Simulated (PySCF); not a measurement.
H6InNO3, singlet, B3LYP/def2-SVP optimised geometry.

```
11

In    -0.98    -0.90     0.00
O     -1.17    -1.91     1.75
H     -1.71    -2.71     1.63
O     -1.19    -1.91    -1.75
H     -1.71    -1.39    -2.38
O     -1.19     1.12     0.00
H     -1.71     1.41     0.76
N      1.36    -0.90     0.00
H      1.71     0.06     0.04
H      1.71    -1.35    -0.85
H      1.70    -1.41     0.81
```

Density from B3LYP/def2-TZVP, def2 effective core potentials past Kr run with PySCF 2.14.0 at that geometry. The core electrons that the potentials of In replace are not part of the density.

Minimum of the electron density along straight lines between bonded atoms, close to the bond critical point (lines longer than 1.1 times the sum of covalent radii, or with two minima, are not listed):

```tsv
bond	length / Å	ρ at the minimum / e bohr⁻³	∇²ρ there / e bohr⁻⁵	position (fraction from the first atom)
In1–O2	2.029	0.104	0.44	0.52
O2–H3	0.967	0.354	-2.27	0.79
In1–O4	2.028	0.104	0.44	0.52
O4–H5	0.967	0.354	-2.27	0.79
In1–O6	2.028	0.104	0.44	0.52
O6–H7	0.967	0.354	-2.27	0.79
In1–N8	2.339	(withheld)	(withheld)	0.50
N8–H9	1.022	0.331	-1.63	0.74
N8–H10	1.022	0.331	-1.63	0.74
N8–H11	1.022	0.331	-1.63	0.74
```

Task: What belongs in the gaps?

Result: 
- In1–N8, ρ at the minimum / e bohr⁻³: 0.057
- In1–N8, ∇²ρ there / e bohr⁻⁵: 0.18
